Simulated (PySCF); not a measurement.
How methods differ on the ionisation energy of As+

As+ [Ar] 3d10 4s2 4p2 (3P) → As(2+) [Ar] 3d10 4s2 4p1 (2P), as a difference of total energies. Computed with PySCF 2.14 in def2-SVP (5s4p3d, 32 functions), with no relativity, point nucleus. Correlated levels: valence: [Ar] 3d10 frozen. The calculations carry no spin-orbit coupling.

```tsv
method	ionisation energy (eV)	difference from reference (eV)
UHF	18.007	-0.582
MN15	18.672	+0.083
M06-L	18.255	-0.334
MP2 (valence)	18.267	-0.322
SCS-MP2 (valence)	18.200	-0.389
CCSD (valence)	18.290	-0.299
CCSD(T) (valence)	18.298	-0.291
```

Reference: 18.589 eV (measured; NIST Atomic Spectra Database, ionization energies).

These non-relativistic numbers lack the scalar-relativistic shift.

The reference lies between the lowest fine-structure levels, while these numbers refer to the centres of the terms.

Errors of the correlated levels include the incompleteness of this basis and the frozen core.
